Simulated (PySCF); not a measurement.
Simulation results for BH$_{2}$O$_{2}$Si

All values are calculated (PySCF 2.14.0). Calculation on a computer-drawn molecule: the log of a Hartree-Fock and frozen-core CCSD(T) single point meant for a local Hartree-Fock minimum, with one planted fault or none, to be diagnosed. Offsets are logged minus clean, where the clean run is the same molecule without the fault. The reference is restricted for singlets and unrestricted otherwise, and also for a bond in bohr or an excited solution. Adding or removing an electron swaps singlet and doublet. The excited solution moves the top pair (singlet) or top alpha electron (doublet) to the lowest empty orbital. Highest occupied and lowest empty are orbital energies over both spins, largest force is the largest gradient component, triples share is (T) over the correlation energy, the T1 limit is 0.02 restricted and 0.045 unrestricted, electrons count all cores, a negative frequency is imaginary (commonest isotopes), and the dipole is about the centre of nuclear charge.

```xyz
6
formula=BH2O2Si meant_charge=-1 meant_multiplicity=1 meant_basis=aug-cc-pV(D+d)Z logged_electrons=37 logged_basis_functions=119 logged_SCF_converged=yes logged_spin_squared=0.7561 logged_highest_occupied=-11.62 logged_lowest_empty=-0.84185 logged_largest_force=0.063032 logged_T1_diagnostic=0.020783 logged_D1_diagnostic=0.061275 logged_triples_share=0.035313 logged_CC_converged=yes logged_dipole_magnitude=3.776 logged_SCF_stable_within_its_kind=yes logged_energy_HF=-464.56419 logged_energy_CCSD(T)=-465.16272 possible_faults=no_fault,one_electron_removed,one_electron_added,multiplicity_raised_by_two,geometry_at_a_saddle_point,SCF_held_on_an_excited_solution,minimal_basis_STO-3G,one_bond_length_entered_in_bohr,all_coordinates_scaled planted_fault=one_electron_removed HF_energy_offset_from_clean_run=38.74 CCSD(T)_energy_offset_from_clean_run=59.08
O     -1.7995    -1.0752    -2.8947
B     -0.8034    -1.0153    -2.2132
Si     0.9549    -1.0758    -1.0749
O      0.3257    -0.6966     0.5094
H      1.3829     0.3230    -1.5536
H     -0.1814     0.0947     0.5524
```

Units: logged_highest_occupied, logged_lowest_empty in eV; logged_largest_force in hartree/bohr; logged_dipole_magnitude in debye; logged_energy_HF, logged_energy_CCSD(T) in hartree; HF_energy_offset_from_clean_run, CCSD(T)_energy_offset_from_clean_run in kcal/mol.

Drawn bonds:
```csv
atom,other atom,order
1,2,2
2,3,1
3,4,1
3,5,1
4,6,1
```
